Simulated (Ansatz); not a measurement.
Calculated with Ansatz (gas phase, PBE0-D4/def2-TZVP geometries, no zero-point term in ΔE). CBS: MP2 limit from def2 TZ/QZ plus the TZ coupled-cluster correction, frozen cores. Functionals use def2-TZVPP. For Br, Na outer-core shells are correlated without core-valence functions, which leaves a few kJ/mol of doubt a bond. Scalar relativity is left out up to krypton. Each species was taken in one conformer, which may not be the lowest.

`[NH2][Al]([NH2])[Br]` + `[CH3][Na]` → `[CH3][Al]([NH2])[NH2]` + `[Na][Br]`  (redistribution)

`[NH2][Al]([NH2])[Br]`:

```xyz
8

N    -0.447    0.561    1.419
Al    0.398    0.237   -0.088
N    -0.160   -0.923   -1.285
Br    2.302    1.374   -0.510
H    -0.127    1.225    2.104
H    -1.301    0.123    1.722
H    -0.989   -1.489   -1.215
H     0.323   -1.107   -2.148
```

`[CH3][Na]`:

```xyz
5

C     0.150    0.060   -0.162
Na   -1.357   -0.547    1.467
H    -0.369    0.315   -1.092
H     0.732    0.931    0.157
H     0.844   -0.760   -0.370
```

`[CH3][Al]([NH2])[NH2]`:

```xyz
11

C    -0.460    1.635    0.327
Al    0.056   -0.207   -0.047
N     1.761   -0.692   -0.021
N    -1.166   -1.439   -0.412
H    -1.501    1.832    0.060
H     0.162    2.347   -0.223
H    -0.347    1.870    1.390
H     2.116   -1.619   -0.188
H     2.523   -0.063    0.172
H    -2.155   -1.256   -0.451
H    -0.989   -2.410   -0.607
```

`[Na][Br]`:

Cartesian coordinates in Å:
```
Na -0.364 0.486 1.097
Br 0.364 -0.486 -1.097
```

```json
{"species": "`[NH2][Al]([NH2])[Br]`", "BLYP energy (Eh)": "-2928.70042"}
{"species": "`[CH3][Na]`", "BLYP energy (Eh)": "-202.16016"}
{"species": "`[CH3][Al]([NH2])[NH2]`", "BLYP energy (Eh)": "-394.35660"}
{"species": "`[Na][Br]`", "BLYP energy (Eh)": "-2736.54885"}
```

Problem. Work out ΔE.

Solution. ΔE = (-394.35660) + (-2736.54885) − (-2928.70042) − (-202.16016) = -0.04487 Eh = -1.22 eV. CCSD(T)/CBS gives -1.37 eV.

Largest T1 diagnostic among the species: 0.012.

From r2SCAN to r2SCAN0 (25 % exact exchange), in def2-TZVPP and without D4, ΔE moves by −0.06 eV. Leaving LDA and LC-ωPBE aside and taking each functional with its dispersion term where it has one, the values, not all of them listed here, spread over 0.30 eV, from r2SCAN0-D4 to BLYP-D4.
